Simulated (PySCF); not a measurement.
Atoms are numbered as in `[NH2:1][CH2:2][c:3]1[cH:4][cH:5][cH:6][c:7]([O:8][SiH3:9])[cH:10]1` (H(Xn): hydrogen on atom n).

PySCF 2.14 calculation with structure optimised with GFN2-xTB and shieldings: GIAO PBE0/pcSseg-1; one computed conformer, averaged over atoms made equivalent by symmetry, fast rotation or ring inversion, in vacuum, no relativistic terms.

Task: Predict the 2D correlation tables (HSQC, COSY, HMBC).

Result: 

HSQC (one-bond C–H):
```csv
δH,δC
7.56 (H(C5)),135.5 (C5)
7.10 (H(C10)),123.8 (C10)
7.06 (H(C4)),125.0 (C4)
6.70 (H(C6)),116.4 (C6)
3.77 (H(C2)),54.3 (C2)
```

COSY cross peaks (H two or three bonds apart, from the bond graph; peaks can be absent where the dihedral angle is near 90°):
```csv
δH,δH
7.56 (H(C5)),7.06 (H(C4))
7.56 (H(C5)),6.70 (H(C6))
```

HMBC (two and three bonds, from the bond graph):
```csv
δH,δC
7.56 (H(C5)),"163.0 (C7), 155.8 (C3), 125.0 (C4), 116.4 (C6)"
7.10 (H(C10)),"163.0 (C7), 155.8 (C3), 125.0 (C4), 116.4 (C6), 54.3 (C2)"
7.06 (H(C4)),"155.8 (C3), 135.5 (C5), 123.8 (C10), 116.4 (C6), 54.3 (C2)"
6.70 (H(C6)),"163.0 (C7), 135.5 (C5), 125.0 (C4), 123.8 (C10)"
5.15 (H(Si9)),163.0 (C7)
3.77 (H(C2)),"155.8 (C3), 125.0 (C4), 123.8 (C10)"
```

References, each an isolated molecule treated in the same way: TMS for $^{1}$H, $^{13}$C.

Short H···H contacts in this conformer between protons four or more bonds apart (candidates for NOE cross peaks, intensity ∝ r⁻⁶): H(C2)···H(C4) 2.46 Å, H(C2)···H(C10) 2.48 Å.

OH and NH positions are those of a molecule without intermolecular hydrogen bonds; in solution they move with solvent, concentration and temperature, and exchange usually removes their couplings. Shifts are as computed. Against solution values, carbons near 30 ppm lie about +3 ppm off and those near 130 ppm about +5 ppm. Of 1211 compounds with measured shifts, 218 miss one by over three times the rms of a fit or turn the order of signals round; such compounds aren't used in these exercises.
